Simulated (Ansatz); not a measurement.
CH4BFOSi, SMILES `O=CB[SiH2]F`, relaxed with RKS PBE-D4/def2-SVP in the Gaussian-basis code of Ansatz from a rough embedded geometry. The force threshold is 0.03 eV/Å; the program also tests the step.

The species carries charge 0 and has multiplicity 1.

Start:

```xyz
9

O     0.559   -1.230   -1.621
C    -0.125   -0.274   -1.674
B    -0.438    0.485   -0.355
Si    0.222    0.012    1.357
F     1.958    0.038    1.310
H    -0.549    0.068   -2.628
H    -1.213    1.451   -0.402
H    -0.243    0.888    2.404
H    -0.172   -1.439    1.610
```

Q: By how much does the energy fall, and how many steps does the optimiser take? (An estimate is asked.)

A: The calculation gave: 1.05 eV, in 17 steps, 2 of them rejected.

Q: Which bonds change most? (Best estimate.)

A: Computed: B3–Si4 from 1.894 to 2.007 Å; Si4–F5 from 1.737 to 1.651 Å; O1–C2 from 1.177 to 1.245 Å; Si4–H8 from 1.443 to 1.508 Å.

Q: Give the relaxed structure. (Estimate.)

A: Computed: 
```xyz
9

O    -0.301   -1.140   -1.688
C     0.022    0.062   -1.727
B    -0.669    0.273   -0.381
Si    0.307   -0.012    1.350
F     1.925   -0.201    1.076
H     0.608    0.507   -2.570
H    -1.853    0.555   -0.387
H     0.129    1.193    2.239
H    -0.168   -1.237    2.087
```
